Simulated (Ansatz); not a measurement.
Consider the cleavage of the P–Ga bond: `[PH2][GaH2]` + `O[SiH2]F` → `F[SiH2]OP` + `[GaH3]`.

Computed with Ansatz on PBE0-D4/def2-TZVP structures; ΔE is electronic, products minus reactants. CBS: MP2 limit from def2 TZ/QZ plus the TZ coupled-cluster correction, frozen cores. DFT in def2-TZVPP. For Ga outer-core shells are correlated without core-valence functions, which leaves a few kJ/mol of doubt a bond. Scalar relativity is left out up to krypton. One conformer a species, not always the lowest.

**Question.** Is it downhill or uphill in electronic energy at CCSD(T)/CBS, and by how much? (An estimate is asked.)

**Answer.** Computed: Uphill: ΔE = +17.0 kcal/mol.

**Question.** What do these levels give: LDA (SPW92), revPBE-D4, ωB97M-V, r2SCANh, CCSD(T)/def2-TZVPP, SCS-MP2/def2-QZVPP? (Best estimate.)

**Answer.** Ansatz gave: LDA (SPW92) 19.1, revPBE-D4 18.2, ωB97M-V 14.8, r2SCANh 17.9, CCSD(T)/def2-TZVPP 16.7, SCS-MP2/def2-QZVPP 14.9 kcal/mol.

Largest T1 diagnostic among the species: 0.014.

From BLYP to BHLYP (50 % exact exchange), in def2-TZVPP and without D4, ΔE moves by −1.8 kcal/mol. In def2-TZVPP, CCSD(T) changes the Hartree–Fock value by +5.4 kcal/mol (the triples alone add +0.7 kcal/mol) and MP2 by +6.1 kcal/mol.
